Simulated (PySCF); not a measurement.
**CaCd: script and output**

The script input.py:

```python
from pyscf import gto, dft

mol = gto.M(
    atom='Ca 0 0 0; Cd 0 0 2.841',
    basis='lanl2dz',
    ecp={'Ca': 'lanl2dz', 'Cd': 'lanl2dz'},
    charge=0,
    spin=0,
    verbose=4,
)
mf = dft.RKS(mol, xc='scan')
mf.kernel()
mf.dip_moment()
print('orbital energies (hartree):', mf.mo_energy[..., max(0, mol.nelec[1]-3):mol.nelec[0]+3].round(4))
```

```bash
$ OMP_NUM_THREADS=1 python input.py
```

The log (some set-up lines and the per-cycle HOMO/LUMO lines with their warnings removed):

```
PySCF version 2.14.0

[INPUT] Symbol           X                Y                Z      unit          X                Y                Z       unit  Magmom
[INPUT]  1 Ca     0.000000000000   0.000000000000   0.000000000000 AA    0.000000000000   0.000000000000   0.000000000000 Bohr   0.0
[INPUT]  2 Cd     0.000000000000   0.000000000000   2.841000000000 AA    0.000000000000   0.000000000000   5.368711919889 Bohr   0.0

nuclear repulsion = 22.3517301338965
number of shells = 11
number of NR pGTOs = 52
number of NR cGTOs = 30
basis = lanl2dz
ecp = {'Ca': 'lanl2dz', 'Cd': 'lanl2dz'}

******** <class 'pyscf.dft.rks.RKS'> ********
method = RKS
initial guess = minao
damping factor = 0
level_shift factor = 0
DIIS = <class 'pyscf.scf.diis.CDIIS'>
SCF conv_tol = 1e-09
SCF max_cycles = 50
XC functionals = scan

grids dens level: 3
Initial guess from minao.
tot grids = 42816
init E= -83.8772535495217

cycle= 1 E= -83.0252946661402  delta_E= 0.852  |g|= 2.01  |ddm|= 4.68
cycle= 2 E= -84.0026616276728  delta_E= -0.977  |g|= 0.732  |ddm|= 4.53
cycle= 3 E= -84.2738059983448  delta_E= -0.271  |g|= 0.273  |ddm|= 3.22
cycle= 4 E= -84.3500759417185  delta_E= -0.0763  |g|= 0.199  |ddm|= 2.18
cycle= 5 E= -84.3960314426399  delta_E= -0.046  |g|= 0.0283  |ddm|= 1.09
cycle= 6 E= -84.3965855067804  delta_E= -0.000554  |g|= 0.00495  |ddm|= 0.19
cycle= 7 E= -84.3966075201182  delta_E= -2.2e-05  |g|= 0.000596  |ddm|= 0.0307
cycle= 8 E= -84.3966078226614  delta_E= -3.03e-07  |g|= 0.000312  |ddm|= 0.00904
cycle= 9 E= -84.3966078948822  delta_E= -7.22e-08  |g|= 0.000138  |ddm|= 0.00225
cycle= 10 E= -84.396607927265  delta_E= -3.24e-08  |g|= 2.17e-05  |ddm|= 0.00097
cycle= 11 E= -84.3966079276586  delta_E= -3.94e-10  |g|= 2.68e-06  |ddm|= 9.08e-05
Extra cycle  E= -84.3966079276436  delta_E= 1.49e-11  |g|= 4.21e-06  |ddm|= 3.4e-05
converged SCF energy = -84.3966079276436
Dipole moment(X, Y, Z, Debye): -0.00000,  0.00000,  1.22545
orbital energies (hartree): [-0.5943 -0.2559 -0.1292 -0.0813 -0.0813 -0.0544]
```

In short: E(SCF) = -84.396608 Eh, 11 cycles, μz(SCF) = 1.23 D.

It ran on Arm Neoverse V1 (1 thread, shared host) in 2 s.

Stability towards an unrestricted solution was not tested. The bond length is a typed value, not an optimised one.
